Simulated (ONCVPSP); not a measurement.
## What one change does to a pseudopotential (Cu, ONCV)

| Quantity | Value |
| --- | --- |
| Element | Cu (Z = 29) |
| Generator | ONCVPSP 4.0.1 |
| Type | optimised norm-conserving Vanderbilt (ONCV) |
| Functional | PBEsol |
| Relativity | scalar-relativistic |
| Frozen core | [Ne] |
| Valence charge | 19 |
| Reference configuration | 3s2 3p6 3d9 (charge +2) |
| Partial waves | 3s: rc 1.10 bohr, ncon 3, nbas 7, qcut 13.5 1/bohr, 1 projector; 3p: rc 0.65 bohr, ncon 4, nbas 7, qcut 11.5 1/bohr, 1 projector; 3d: rc 1.40 bohr, ncon 5, nbas 10, qcut 12.8 1/bohr, 2 projectors, debl 3.8 Ha |
| Local potential | polynomial inside 0.50 bohr (lpopt 5, dvloc0 6 Ha) |
| Core correction | Teter function, fcfact 5, rcfact 1.05 |

Change: all radii but the core radius scaled by about 0.83 (s 0.90, p 0.54, d 1.16 bohr); local potential polynomial inside 0.42 bohr (lpopt 5, dvloc0 6 Ha).

Cutoffs: the cutoffs (Ha) at which the residual kinetic energy of the hardest occupied pseudo-wave falls to 1 and 0.1 mHa per electron; they do not see the model core or the augmentation charge, which bear on the density cutoff. Errors are all-electron minus pseudo energies relative to the spin-unpolarised reference configuration.

How do hardness, ghosts and transferability respond?

The potential gets harder (149 Ha and 312 Ha → 428 Ha and 532 Ha); a bound ghost appears in s, which as a rule spoils a file; the number of tests with a reliable result goes from 4 to 3; of the 3 tests that both files solve, the error grows in 0 and shrinks in 3 by more than 15 % and 0.3 meV (median size 13.0 → 11.1 meV). A smaller radius makes the pseudo-wave follow the all-electron one further in, where it bends more sharply, so more plane waves are needed. Less of the atom is replaced, so other configurations are described better.

| quantity | base | changed |
| --- | --- | --- |
| cutoff, loose | 149 Ha | 428 Ha |
| cutoff, tight | 312 Ha | 532 Ha |
| loose cutoff by channel | s 58 Ha, p 149 Ha, d 62 Ha | s 67 Ha, p 428 Ha, d 73 Ha |
| bound ghosts | none | s |
| GHOST(+) flags under 300 eV | none | none |
| tests with a reliable result | 4 of 4 | 3 of 4 |
| error for 3s2 3p6 3d10, meV [ΔE -21.31 eV] | +8.8 | +4.2 |
| error for 3s2 3p6 3d8, meV [ΔE 38.99 eV] | +34 | +15 |
| error for 3s2 3p6 3d10 4p1, meV [ΔE -25.25 eV] | +13 | +11 |
| rms error of d²Exc/dni dnj with the model core, mHa | 1.64 | 2.10 |

 A true bound ghost makes a file unfit for plane-wave use even where its test errors are small: the radial tests pick states by their node count and pass the ghost by.
